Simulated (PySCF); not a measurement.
Vertical excitations of a molecule C3H2F3, multiplicity 2 from TDA-PBE0/def2-SVPD (PySCF), as energy in eV (oscillator strength): 4.13 (0.002), 4.89 (0.000), 5.45 (0.004), 5.96 (0.001), 6.09 (0.001), 6.36 (0.472), 7.07 (0.001), 7.09 (0.014), 7.40 (0.000), 7.51 (0.013). Coordinates come from a r2SCAN-D4/def2-SVP optimisation. One conformer was computed; it need not be the lowest.

Q: Which molecule gave these data?
A) F/C=C/[C](F)F
B) C=C(F)[C](F)F
C) C=[C]C(F)(F)F
D) [CH]=CC(F)(F)F

A: A, F/C=C/[C](F)F
